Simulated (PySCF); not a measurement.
What went wrong, or what changed?

The sound run of Ce(OH)4 (singlet) uses PySCF 2.14.0, RKS PBE0, Ce lcecp-2-SVP with ECP46, O def2-SVP, H def2-SVP; non-relativistic Hamiltonian with scalar-relativistic core potentials where named; density fitting; no spin-orbit coupling, grid (50, 194), threshold 1e-8 and 55 cycles at the relaxed geometry. This run differs:

```python
mol = gto.M(atom='''
Ce    -0.00000     0.00000    -0.00000
O      1.30900     1.07230     1.19439
H      1.90892     1.57753     1.74300
O     -1.30900    -1.07230     1.19439
H     -1.90892    -1.57753     1.74300
O      1.07230    -1.30900    -1.19439
H      1.57753    -1.90892    -1.74300
O     -1.07230     1.30900    -1.19439
H     -1.57753     1.90892    -1.74300''',
    basis={'Ce': 'lcecp-2-SVP', 'O': 'def2-SVP', 'H': 'def2-SVP'},
    ecp={'Ce': 'lcecp-2-SVP'},
    charge=0, spin=0)
mf = dft.RKS(mol, xc='PBE0')
mf.grids.atom_grid = (50, 194)  # f atoms: unpruned, at least (60, 302)
mf = mf.density_fit()  # fitting sets: Ce AutoAux, O def2-universal-JKFIT, H def2-universal-JKFIT
mf.conv_tol = 1e-08; mf.max_cycle = 86
mf.kernel(mf.get_init_guess(key='1e'))
mf.nuc_grad_method().kernel()
```

Question: What was changed, and how did it end?

Answer: The start was changed to the bare core Hamiltonian. It converged in 12 cycles, 0.000 eV from the sound run, largest force component 0.01 eV/Å. The cycle limit differs too. No harm here: the result survives it.
```
init E= -313.761969980283
cycle= 1 E= -304.070668808874  delta_E= 9.69  |g|= 6.85  |ddm|= 32.3
cycle= 2 E= -311.6806296537  delta_E= -7.61  |g|=   10  |ddm|= 32.6
cycle= 3 E= -334.304103548783  delta_E= -22.6  |g|= 5.75  |ddm|=  8.4
cycle= 4 E= -338.615840859096  delta_E= -4.31  |g|= 3.74  |ddm|=    2
cycle= 5 E= -340.377700130618  delta_E= -1.76  |g|= 2.46  |ddm|= 1.39
...
cycle= 10 E= -341.541306952418  delta_E= -6.51e-07  |g|= 0.0005  |ddm|= 0.00157
cycle= 11 E= -341.541307002543  delta_E= -5.01e-08  |g|= 3.37e-05  |ddm|= 0.00033
cycle= 12 E= -341.541307002765  delta_E= -2.21e-10  |g|= 5.66e-07  |ddm|= 2.26e-05
Extra cycle  E= -341.541307002764  delta_E= 1.25e-12  |g|= 3.36e-07  |ddm|= 9.77e-07
converged SCF energy = -341.541307002764
```

Run from Python with OMP_NUM_THREADS=2; the lines above give its settings.
It took 5.9 s on 2 threads of Intel(R) Xeon(R) CPU @ 2.60GHz (Ice Lake) (shared host).
